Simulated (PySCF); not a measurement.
## `O=C[C@@H](F)[C@@H]1O[C@@H]1F`, C4H4F2O2

Molfile (atoms numbered from 1):
```
C4H4F2O2
     RDKit          3D

 12 12  0  0  0  0  0  0  0  0999 V2000
    1.5088    0.9733    1.1698 O   0  0  0  0  0  0  0  0  0  0  0  0
    1.6708    0.5237    0.0770 C   0  0  0  0  0  0  0  0  0  0  0  0
    0.5667   -0.0915   -0.7744 C   0  0  1  0  0  0  0  0  0  0  0  0
    1.1308   -1.0167   -1.6196 F   0  0  0  0  0  0  0  0  0  0  0  0
   -0.5080   -0.7292    0.0800 C   0  0  2  0  0  0  0  0  0  0  0  0
   -1.8346   -0.7022   -0.3907 O   0  0  0  0  0  0  0  0  0  0  0  0
   -1.5520    0.1159    0.6650 C   0  0  2  0  0  0  0  0  0  0  0  0
   -1.5322    1.4397    0.3967 F   0  0  0  0  0  0  0  0  0  0  0  0
    2.6492    0.5116   -0.4342 H   0  0  0  0  0  0  0  0  0  0  0  0
    0.1268    0.6930   -1.4097 H   0  0  0  0  0  0  0  0  0  0  0  0
   -0.2125   -1.6435    0.5860 H   0  0  0  0  0  0  0  0  0  0  0  0
   -2.0127   -0.0749    1.6282 H   0  0  0  0  0  0  0  0  0  0  0  0
  1  2  2  0
  2  3  1  0
  3  4  1  0
  3  5  1  0
  5  6  1  0
  6  7  1  0
  7  8  1  0
  7  5  1  0
  2  9  1  0
  3 10  1  6
  5 11  1  1
  7 12  1  1
M  END
```

Computed, not measured: TDDFT PBE0/def2-SVPD circular dichroism and optical rotation, one conformer, gas phase in PySCF. Geometry: GFN2-xTB.

The molecule is flexible and this is one conformer; a measurement averages over conformers. States above about 8.2 eV (minus the energy of the highest occupied orbital) lie near or above the ionisation threshold and depend on the basis.

(1) Draw the ECD and absorption spectra from the lowest 16 states, each a Gaussian of half-width 0.35 eV at 1/e height.

## Answers

(1) 
```tsv
E (eV)	λ (nm)	Δε (L mol⁻¹ cm⁻¹)	ε (L mol⁻¹ cm⁻¹)
3.68	337	+0.07	0.902
3.83	324	+0.21	2.55
3.98	311	+0.40	5.01
4.13	300	+0.55	6.8
4.28	290	+0.51	6.4
4.43	280	+0.33	4.17
4.58	271	+0.15	1.88
4.73	262	+0.05	0.587
4.88	254	+0.01	0.127
5.03	246	0.00	0
5.18	239	0.00	0
5.33	233	0.00	0
5.48	226	0.00	0
5.63	220	0.00	0.443
5.78	214	0.00	3.21
5.93	209	+0.02	17.4
6.08	204	+0.12	70.8
6.23	199	+0.47	214
6.38	194	+1.22	472
6.53	190	+2.13	750
6.68	186	+2.54	845
6.83	181	+2.08	672
6.98	178	+1.22	390
7.13	174	+0.63	230
7.28	170	+0.33	312
7.43	167	-0.78	638
7.58	164	-4.39	1110
7.73	160	-10.13	1570
7.88	157	-13.25	1880
8.03	154	-8.40	2090
8.18	152	+3.36	2520
8.33	149	+13.96	3460
8.48	146	+15.53	4780
8.63	144	+8.41	5920
8.78	141	+1.57	6400
8.93	139	+1.99	6220
```
Δε uses R in velocity form, ε uses f in length form. Only the states computed contribute, so the short-wavelength end is incomplete.
